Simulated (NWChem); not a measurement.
# CH6O2Si2; SMILES O=C([SiH3])[SiH2]O

```xyz
11

O     -1.4752     0.1042    -0.4444
C     -0.3023     0.3430    -0.1406
Si     0.2849     2.2035    -0.0657
Si     0.7549    -1.2660     0.2142
O     -0.3964    -2.4524    -0.0418
H      1.7373     2.2760     0.3202
H     -0.5578     2.9205     0.9510
H      0.0781     2.8153    -1.4224
H      1.2817    -1.2418     1.6233
H      1.9152    -1.3466    -0.7402
H     -1.2261    -1.9765    -0.2853
```
Atoms are numbered in this order, from 1.

Results from NWChem. Pople sets run with spherical d functions. The geometry was optimised at PBE-D3(BJ)/def2-SVP. B3LYP is NWChem's, with the RPA form of VWN correlation. Static field.

Problem. Order these by “isotropic polarisability (bohr³)”, lowest first: CAM-B3LYP/6-31+G*; LDA (Slater exchange, VWN5)/6-31+G*; B3LYP/6-31+G*; PBE/6-31+G*.

Solution. CAM-B3LYP/6-31+G* (68.9), B3LYP/6-31+G* (71.2), PBE/6-31+G* (75.9), LDA (Slater exchange, VWN5)/6-31+G* (77.3)
